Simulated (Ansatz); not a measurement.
Isolated molecules relaxed with PBE0-D4/def2-TZVP in Ansatz; ΔE leaves out vibrations. CCSD(T)/CBS adds triple-zeta CCSD(T) − MP2 to the extrapolated MP2 energy (def2 sets, frozen cores). This one scheme is used for every species. DFT in def2-TZVPP. Each species was taken in one conformer, which may not be the lowest.

Consider the formal exchange of groups at a C–O bond: `CCCCCCCO` + CH₄ → `CCCCCCCC` + H₂O.

```csv
level,ΔE (kJ/mol)
B97M-V,-31.2
r2SCANh-D4,-33.1
r2SCAN0-D4,-35.1
CCSD(T)/def2-TZVPP,-37.9
```

(1) What does CCSD(T)/CBS give? (Estimate.)

Largest T1 diagnostic among the species: 0.009.

Answers

(1) Ansatz gave: -41.9 kJ/mol. The listed levels differ from it by 10.7, 8.8, 6.8, 4.0 kJ/mol.

From r2SCAN to r2SCAN0 (25 % exact exchange), in def2-TZVPP and without D4, ΔE moves by −3.2 kJ/mol. The D4 term adds −4.2 kJ/mol with B3LYP and −2.4 kJ/mol with PBE0; it sums over pairs of atoms, weighted by their polarisabilities, and B3LYP, whose exchange is more repulsive, gets the larger term. At CCSD(T), def2-SVP lies +13.4 kJ/mol from the extrapolated value and def2-TZVPP +4.1 kJ/mol.

B3LYP here is the variant with VWN-RPA as its local correlation; programs differ in this.
